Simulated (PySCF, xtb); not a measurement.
Hf(Cl)2(OH) (Cl2HHfO), SMILES [Cl][Hf+]([OH])[Cl], charge +1, multiplicity 1. One conformer was computed; it need not be the lowest.

Harmonic wavenumbers (cm⁻¹) from GFN2-xTB (xtb) at its own minimum, in rising order: 47, 53, 86, 196, 333, 367, 447, 532, 3480.

### Question
What does PBE0-D3(BJ)/def2-SVP (PySCF) give at its own minimum? (The exact figures need the calculation; the answer reports its results.)

### Answer
97, 125, 159, 418, 427, 432, 539, 813, 3882. Paired by order, the mean absolute difference is 150 cm⁻¹ and the zero-point energies are 7.9 and 9.9 kcal/mol.
